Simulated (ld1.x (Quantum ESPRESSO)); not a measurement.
# Reading a pseudo-wave (Ca (Z = 20))

Columns: radius, all-electron u(r) and pseudo u(r) of the 3d shell (level -2.13 eV) of calcium in the configuration [Ne] 3s2 3p6 3d0 4s2 4p0; LDA (PZ), scalar-relativistic, TM semilocal scheme, ld1.x (Quantum ESPRESSO) 7.5.

| r (bohr) | all-electron | pseudo |
| --- | --- | --- |
| 0.158 | 0.0480 | 0.0040 |
| 0.315 | 0.1827 | 0.0300 |
| 0.473 | 0.3307 | 0.0933 |
| 0.630 | 0.4514 | 0.1952 |
| 0.788 | 0.5375 | 0.3257 |
| 0.945 | 0.5905 | 0.4620 |
| 1.102 | 0.6179 | 0.5818 |
| 1.260 | 0.6269 | 0.6677 |
| 1.418 | 0.6230 | 0.7113 |
| 1.575 | 0.6108 | 0.7160 |
| 1.732 | 0.5932 | 0.6920 |
| 1.890 | 0.5722 | 0.6513 |
| 2.047 | 0.5497 | 0.6051 |
| 2.205 | 0.5262 | 0.5600 |
| 2.362 | 0.5028 | 0.5205 |
| 2.520 | 0.4797 | 0.4872 |
| 2.678 | 0.4572 | 0.4595 |
| 2.835 | 0.4356 | 0.4360 |
| 2.992 | 0.4148 | 0.4148 |
| 3.150 | 0.3947 | 0.3947 |
| 3.308 | 0.3753 | 0.3753 |
| 3.465 | 0.3569 | 0.3569 |
| 3.622 | 0.3391 | 0.3391 |
| 3.780 | 0.3220 | 0.3220 |
| 3.938 | 0.3056 | 0.3056 |
| 4.095 | 0.2899 | 0.2899 |

How many radial nodes do the two functions have?

The all-electron 3d function has n − l − 1 = 0; the pseudo-wave has 0.

At about which radius was the pseudo-wave matched?

3.15 bohr. The columns agree to 0.0005 from 2.83 bohr on; several derivatives are matched, so the curves merge somewhat inside the radius.

Where does each function peak?

Outermost all-electron maximum near 1.26 bohr, pseudo maximum near 1.57 bohr (to the table’s step).

Is the pseudo-wave norm-conserving?

Yes: the TM semilocal scheme keeps the norm inside the radius equal to the all-electron one, which fixes the energy derivative of the logarithmic derivative at the level.
